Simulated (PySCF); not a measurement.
## Fractional electron number in Ga (gallium, neutral)

The 4p alpha orbital of [Ar] 3d10 4s2 4p1 is emptied in steps (occupation f), with all orbitals relaxed, ending at [Ar] 3d10 4s2. Computed with PySCF 2.14 in aug-cc-pVTZ-PP with ECP10MDF (6s5p4d2f, 55 functions), with a scalar-relativistic core potential. The exact energy is a straight line in f; departures are measured from the line between the end points of the same method.

```
  f  UHF (eV)  LDA (eV)  PBE (eV)  PBE0 (eV)  r2SCAN (eV)  LC-wPBE (eV)  BHandHLYP (eV)  wB97X (eV)  HSE06 (eV)
  1     0.000     0.000     0.000      0.000        0.000         0.000           0.000       0.000       0.000
0.9     0.026    -0.280    -0.272     -0.199       -0.262        -0.001          -0.135      -0.025      -0.236
0.7     0.058    -0.662    -0.640     -0.465       -0.612         0.001          -0.316      -0.060      -0.552
0.5     0.068    -0.796    -0.767     -0.554       -0.724         0.005          -0.377      -0.076      -0.658
0.3     0.056    -0.674    -0.646     -0.463       -0.597         0.009          -0.317      -0.067      -0.553
0.1     0.023    -0.290    -0.277     -0.197       -0.246         0.006          -0.136      -0.031      -0.236
  0     0.000     0.000     0.000      0.000        0.000         0.000           0.000       0.000       0.000
```

For LC-wPBE, how does the orbital energy at f = 1 compare with the removal energy?

−ε = 6.021 eV against a total-energy difference of 6.033 eV. By Janak's theorem ε = ∂E/∂f, so the gap between them reflects the curvature. Along the path −ε is 6.032 (f = 0.9), 6.050 (f = 0.7), 6.055 (f = 0.5), 6.039 (f = 0.3), 5.990 (f = 0.1) eV.

```json
{"method": "UHF", "E(f=0) − E(f=1) (eV)": "5.533", "−ε at f=1 (eV)": "5.822", "−ε at f=0.5 (eV)": "5.525"}
{"method": "LDA", "E(f=0) − E(f=1) (eV)": "5.995", "−ε at f=1 (eV)": "2.907", "−ε at f=0.5 (eV)": "5.958"}
{"method": "PBE", "E(f=0) − E(f=1) (eV)": "5.917", "−ε at f=1 (eV)": "2.915", "−ε at f=0.5 (eV)": "5.898"}
{"method": "PBE0", "E(f=0) − E(f=1) (eV)": "5.949", "−ε at f=1 (eV)": "3.742", "−ε at f=0.5 (eV)": "5.955"}
{"method": "r2SCAN", "E(f=0) − E(f=1) (eV)": "6.077", "−ε at f=1 (eV)": "3.166", "−ε at f=0.5 (eV)": "6.118"}
{"method": "LC-wPBE", "E(f=0) − E(f=1) (eV)": "6.033", "−ε at f=1 (eV)": "6.021", "−ε at f=0.5 (eV)": "6.055"}
{"method": "BHandHLYP", "E(f=0) − E(f=1) (eV)": "5.857", "−ε at f=1 (eV)": "4.363", "−ε at f=0.5 (eV)": "5.853"}
{"method": "wB97X", "E(f=0) − E(f=1) (eV)": "5.803", "−ε at f=1 (eV)": "5.533", "−ε at f=0.5 (eV)": "5.781"}
{"method": "HSE06", "E(f=0) − E(f=1) (eV)": "5.959", "−ε at f=1 (eV)": "3.350", "−ε at f=0.5 (eV)": "5.955"}
```

Reference removal energy between the ground levels: 5.999 eV (measured; NIST Atomic Spectra Database, ionization energies). The calculation has no spin-orbit coupling. UHF lacks correlation.
